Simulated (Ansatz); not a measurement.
`COC(=O)[SiH3]` + `C[O][MgH]` → `[MgH][O][SiH3]` + `COC(C)=O`  (formal exchange of groups at the Si–C bond)

Isolated molecules relaxed with PBE0-D4/def2-TZVP in Ansatz; ΔE leaves out vibrations. CBS: MP2 limit from def2 TZ/QZ plus the TZ coupled-cluster correction, frozen cores. Functionals use def2-TZVPP. HSE06 is defined as in plane-wave codes. For Mg outer-core shells are correlated without core-valence functions, which leaves a few kJ/mol of doubt a bond.

`COC(=O)[SiH3]`:

```xyz
11

C    -0.148    0.723   -1.897
O     0.295   -0.099   -0.814
C    -0.244    0.180    0.380
O    -1.048    1.058    0.558
Si    0.375   -0.957    1.797
H    -1.227    0.629   -2.030
H     0.380    0.363   -2.776
H     0.093    1.769   -1.705
H     1.406   -1.911    1.322
H     0.926   -0.072    2.850
H    -0.809   -1.685    2.313
```

`C[O][MgH]`:

```xyz
7

C     0.833    0.740    0.322
O    -0.155   -0.138   -0.059
Mg   -1.422   -1.263   -0.549
H     0.440    1.755    0.478
H     1.627    0.815   -0.436
H     1.313    0.432    1.262
H    -2.636   -2.341   -1.018
```

`[MgH][O][SiH3]`:

```xyz
7

Mg   -1.218   -0.591    1.729
O    -0.223   -0.107    0.315
Si    0.671    0.326   -0.953
H    -2.152   -1.046    3.058
H     2.051    0.720   -0.540
H     0.800   -0.790   -1.936
H     0.071    1.488   -1.673
```

`COC(C)=O`:

```xyz
11

C     1.182    0.728    1.215
O     0.026    0.649    0.389
C    -0.085   -0.477   -0.332
C    -1.330   -0.463   -1.163
O     0.722   -1.365   -0.295
H     1.193   -0.086    1.941
H     2.090    0.673    0.613
H     1.120    1.689    1.723
H    -2.206   -0.366   -0.519
H    -1.392   -1.382   -1.741
H    -1.321    0.400   -1.832
```

```tsv
level	ΔE (eV)	difference from CCSD(T)/CBS
LDA (SPW92)	-2.15	0.19
B97M-V	-2.38	-0.04
ωB97X-V	-2.28	0.06
ωB97M-V	-2.30	0.04
B2PLYP	-2.30	0.04
PBE	-2.08	0.26
revPBE	-2.06	0.28
r2SCAN0	-2.37	-0.03
HSE06	-2.23	0.11
SCS-MP2/def2-TZVPP	-2.38	-0.04
CCSD(T)/CBS	-2.34	0
```

Largest T1 diagnostic among the species: 0.016.

At CCSD(T), def2-SVP lies +0.18 eV from the extrapolated value and def2-TZVPP +0.01 eV. From PBE to PBE0 (25 % exact exchange), in def2-TZVPP and without D4, ΔE moves by −0.15 eV.

CCSD(T)/CBS has its own doubt, a few kJ/mol and more with outer-core shells, so smaller differences from it don't rank the levels.
